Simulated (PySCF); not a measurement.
PySCF input file for BaI₂, SMILES [I][Ba][I], TDA-LC-ωPBE/def2-SVPD. The structure is a stationary point at B3LYP-D3(BJ)/def2-SVP. The def2 effective core potentials stand for the cores of Ba, I; spin–orbit coupling is left out.

```python
import numpy as np
from pyscf import gto, scf, dft, tdscf

mol = gto.M(
    atom='''
    Ba    0.00000000    0.00000000   -0.72652237
    I     0.00000000    2.95830712    0.38382314
    I     0.00000000   -2.95830712    0.38382314
    ''',
    basis='def2-SVPD',
    ecp={'Ba': 'def2-svp', 'I': 'def2-svp'},
    charge=0,
    spin=0,
    symmetry=True,
    max_memory=1600,
    verbose=4,
)
mf = dft.RKS(mol, xc='lc_wpbe').density_fit(auxbasis='def2-universal-jkfit')
mf.grids.level = 3
mf.conv_tol = 1e-9
mf.max_cycle = 100
mf.kernel()
mf.grids = dft.Grids(mol).set(level=1).build(with_non0tab=True)  # coarser grid for the response kernel
td = tdscf.TDA(mf)
td.singlet = True
td.nstates = 10
td.conv_tol = 1e-4
td.positive_eig_threshold = 1e-6
td.kernel(x0=td.get_init_guess(mf, 15))
td.analyze()
tt = tdscf.TDA(mf)
tt.singlet = False
tt.nstates = 4
tt.conv_tol = 1e-4
tt.positive_eig_threshold = 1e-6
tt.kernel(x0=tt.get_init_guess(mf, 9))
tt.analyze(verbose=3)
```

Log of the run:

```
PySCF version 2.14.0

[INPUT] verbose = 4
[INPUT] num. atoms = 3
[INPUT] num. electrons = 60
[INPUT] charge = 0
[INPUT] spin (= nelec alpha-beta = 2S) = 0
[INPUT] symmetry True subgroup None
[INPUT] Mole.unit = angstrom
[INPUT] Symbol           X                Y                Z      unit          X                Y                Z       unit  Magmom
[INPUT]  1 Ba     0.000000000000   0.000000000000  -0.726522370000 AA    0.000000000000   0.000000000000  -1.372928302670 Bohr   0.0
[INPUT]  2 I      0.000000000000   2.958307120000   0.383823140000 AA    0.000000000000   5.590390249151   0.725320614871 Bohr   0.0
[INPUT]  3 I      0.000000000000  -2.958307120000   0.383823140000 AA    0.000000000000  -5.590390249151   0.725320614871 Bohr   0.0

nuclear repulsion = 139.634897368496
point group symmetry = C2v
symmetry origin: [0.00000000e+00 0.00000000e+00 1.39979717e-09]
symmetry axis x: [-1. -0. -0.]
symmetry axis y: [0. 1. 0.]
symmetry axis z: [0. 0. 1.]
num. orbitals of irrep A1 = 36
num. orbitals of irrep A2 = 13
num. orbitals of irrep B1 = 17
num. orbitals of irrep B2 = 30
number of shells = 36
number of NR pGTOs = 192
number of NR cGTOs = 96
basis = def2-SVPD
ecp = {'Ba': 'def2-svp', 'I': 'def2-svp'}


[settings echo left out]
init E= -547.527679346787
HOMO (B2) = -1.50901260348989  LUMO (A1) = -0.817130323390957  gap/eV = 18.82708
cycle= 1 E= -618.719353086162  delta_E= -71.2  |g|= 3.88  |ddm|= 12.1
HOMO (A1) = -0.0480385728658241  LUMO (B2) = -0.0464453224818273  gap/eV = 0.04335
cycle= 2 E= -618.850778625711  delta_E= -0.131  |g|= 2.76  |ddm|= 9.94
HOMO (B2) = -0.3577856571904  LUMO (A1) = -0.0441922860807411  gap/eV = 8.53331
cycle= 3 E= -621.002714612092  delta_E= -2.15  |g|= 0.574  |ddm|= 4.56
HOMO (B2) = -0.317683004069878  LUMO (A1) = -0.059792729341293  gap/eV = 7.01755
cycle= 4 E= -621.13224116207  delta_E= -0.13  |g|= 0.0844  |ddm|= 1.18
HOMO (B2) = -0.334301008982732  LUMO (A1) = -0.0295284521795773  gap/eV = 8.29328
cycle= 5 E= -621.134891465188  delta_E= -0.00265  |g|= 0.0236  |ddm|= 0.192
HOMO (B2) = -0.34118188391964  LUMO (A1) = -0.0296906237786825  gap/eV = 8.47611
cycle= 6 E= -621.135126470683  delta_E= -0.000235  |g|= 0.00511  |ddm|= 0.0515
HOMO (B2) = -0.340982358483812  LUMO (A1) = -0.0293731680712996  gap/eV = 8.47932
cycle= 7 E= -621.135152648818  delta_E= -2.62e-05  |g|= 0.00143  |ddm|= 0.0174
HOMO (B2) = -0.340774358190293  LUMO (A1) = -0.0293756805883429  gap/eV = 8.47359
cycle= 8 E= -621.135155524895  delta_E= -2.88e-06  |g|= 0.00047  |ddm|= 0.00656
HOMO (B2) = -0.340737278681282  LUMO (A1) = -0.0293814631196296  gap/eV = 8.47242
cycle= 9 E= -621.135155790108  delta_E= -2.65e-07  |g|= 0.000118  |ddm|= 0.00201
HOMO (B2) = -0.34074648215977  LUMO (A1) = -0.0293794092344459  gap/eV = 8.47273
cycle= 10 E= -621.135155809479  delta_E= -1.94e-08  |g|= 2.08e-05  |ddm|= 0.000592
HOMO (B2) = -0.340749498442755  LUMO (A1) = -0.0293781696158133  gap/eV = 8.47285
cycle= 11 E= -621.135155810154  delta_E= -6.75e-10  |g|= 5.91e-06  |ddm|= 0.000112
HOMO (B2) = -0.340750158619571  LUMO (A1) = -0.0293782704520469  gap/eV = 8.47286
Extra cycle  E= -621.135155810199  delta_E= -4.55e-11  |g|= 2.6e-06  |ddm|= 2.06e-05
converged SCF energy = -621.135155810199
tot grids = 24928
Overwritten attributes  positive_eig_threshold  of <class 'pyscf.tdscf.rks.TDA'>


******** <class 'pyscf.tdscf.rks.TDA'> for <class 'pyscf.df.df_jk.DFSymAdaptedRKS'> ********
nstates = 10 singlet
deg_eia_thresh = 1.000e-03
wfnsym = None
conv_tol = 0.0001
eigh lindep = 1e-12
eigh level_shift = 0
eigh max_cycle = 100


Excitation energies (eV)
[4.80985225 4.89629488 4.9155802  4.95533212 5.05391154 5.51791757
 5.59557071 5.59777736 5.66675231 5.71812189]

** Singlet excitation energies and oscillator strengths **
Excited State   1:   B2      4.80985 eV    257.77 nm  f=0.0005
      30 -> 31        0.65295
      30 -> 33        0.15199
      30 -> 36        0.11408
Excited State   2:   B1      4.89629 eV    253.22 nm  f=0.0955
      27 -> 34        0.12842
      29 -> 31        0.64889
      29 -> 33        0.18254
Excited State   3:   A1      4.91558 eV    252.23 nm  f=0.0589
      28 -> 31       -0.64752
      28 -> 33       -0.16498
      28 -> 36       -0.10533
      30 -> 34       -0.12393
Excited State   4:   A2      4.95533 eV    250.20 nm  f=0.0000
      27 -> 31       -0.64069
      27 -> 33       -0.18930
      29 -> 34       -0.14896
Excited State   5:   B2      5.05391 eV    245.32 nm  f=0.0348
      26 -> 31        0.63590
      26 -> 33        0.18708
      26 -> 36        0.11495
      28 -> 34       -0.12734
Excited State   6:   A1      5.51792 eV    224.69 nm  f=0.0382
      25 -> 31       -0.56535
      25 -> 33       -0.14880
      26 -> 34       -0.17190
      30 -> 34       -0.27621
      30 -> 38        0.10739
Excited State   7:   A2      5.59557 eV    221.58 nm  f=0.0000
      26 -> 32       -0.22240
      26 -> 35        0.23230
      28 -> 37       -0.10791
      30 -> 32       -0.46829
      30 -> 35        0.35188
Excited State   8:   B2      5.59778 eV    221.49 nm  f=0.0005
      26 -> 33        0.24884
      26 -> 36       -0.19863
      29 -> 37       -0.11767
      30 -> 33        0.51618
      30 -> 36       -0.26127
Excited State   9:   B1      5.66675 eV    218.79 nm  f=0.0047
      28 -> 32        0.14425
      28 -> 35       -0.30013
      28 -> 41       -0.16074
      30 -> 37       -0.58266
Excited State  10:   A2      5.71812 eV    216.83 nm  f=0.0000
      26 -> 32       -0.11006
      26 -> 35        0.22588
      26 -> 41        0.12275
      28 -> 37       -0.54472
      30 -> 32        0.10663
      30 -> 35       -0.26700
      30 -> 41       -0.15242

** Transition electric dipole moments (AU) **
state          X           Y           Z        Dip. S.      Osc.
  1         0.0000     -0.0682     -0.0000      0.0046      0.0005
  2         0.8922      0.0000      0.0000      0.7960      0.0955
  3        -0.0000     -0.0000     -0.6996      0.4894      0.0589
  4         0.0000      0.0000     -0.0000      0.0000      0.0000
  5        -0.0000      0.5303      0.0000      0.2812      0.0348
  6         0.0000      0.0000     -0.5316      0.2826      0.0382
  7         0.0000      0.0000     -0.0000      0.0000      0.0000
  8        -0.0000      0.0626      0.0000      0.0039      0.0005
  9         0.1842     -0.0000      0.0000      0.0339      0.0047
 10        -0.0000     -0.0000      0.0000      0.0000      0.0000

WARN: ECP detected. Skipping calculation of transition velocity and magnetic dipole moments, which have not yet been implemented.



******** <class 'pyscf.tdscf.rks.TDA'> for <class 'pyscf.df.df_jk.DFSymAdaptedRKS'> ********
nstates = 4 triplet
deg_eia_thresh = 1.000e-03
wfnsym = None
conv_tol = 0.0001
eigh lindep = 1e-12
eigh level_shift = 0
eigh max_cycle = 100


Excitation energies (eV)
[4.71974476 4.77164454 4.80544254 4.8521807 ]

** Triplet excitation energies and oscillator strengths **
Excited State   1:   B2      4.71974 eV    262.69 nm  f=0.0000
Excited State   2:   B1      4.77164 eV    259.84 nm  f=0.0000
Excited State   3:   A1      4.80544 eV    258.01 nm  f=0.0000
Excited State   4:   A2      4.85218 eV    255.52 nm  f=0.0000
```

The calculation finished and met its thresholds.

Cost: around 26 core-seconds (rough).
